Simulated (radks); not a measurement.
Values are calculated unless marked as measured or tabulated.
Numerical settings for the magnesium ion Mg3+, [He] 2s2 2p5. Code: a radial shooting solver on a logarithmic mesh with Libxc functionals. Model: non-relativistic Kohn-Sham, SCAN, spin-unpolarised, spherical densities, point nucleus; meta-GGA in the generalised Kohn-Sham scheme. The defaults (mesh step 0.008 in ln r, mesh end at 40 bohr or more with all orbitals vanishing there, Anderson mixing 0.5 over 9 steps, residual threshold near 1e-9 with the energy settled to 1e-9 hartree or 1e-11 of itself, here a cap of 81 iterations) give E = -196.217 hartree and 2p at -97.496 eV in 12 iterations. Run on one thread of a shared host, so times are rough (Arm Neoverse N1): 0.06 s of CPU time, 0.06 s wall, 12 iterations on 2476 mesh points. Changes against that run (0 stands for a change within the tolerance of the run):

setting                     iterations  converged  E (mhartree)  e(2p) (meV)  CPU (s)
mesh step in ln r 0.08               4         no      diverged            -     0.01
mesh step in ln r 0.02              13        yes         -1.53      +0.0356     0.03
mesh step in ln r 0.03              14        yes           +11       +0.188     0.03
mesh end (bohr) 8                   12        yes        -0.091            0     0.06
mesh end (bohr) 3                   12        yes         +1.61        +48.2     0.05
residual threshold 0.01             12        yes             0            0     0.06
residual threshold 1e-16            81         no             0            0     0.28
mixing 1.5                          14        yes             0            0     0.07
linear mixing, mixing 0.8           14        yes             0            0     0.06
linear mixing, mixing 0.05          81         no        +0.334         -501     0.31
mixing history 20                   12        yes             0            0     0.06
iteration cap 3                      3         no         +2.43     -5.1e+03     0.02

Settings that end as converged yet miss the energy by more than 1 mhartree: mesh step in ln r 0.02 (-0.00153 hartree); mesh step in ln r 0.03 (+0.011 hartree); mesh end (bohr) 3 (+0.00161 hartree). A mesh that ends early acts as a hard wall.
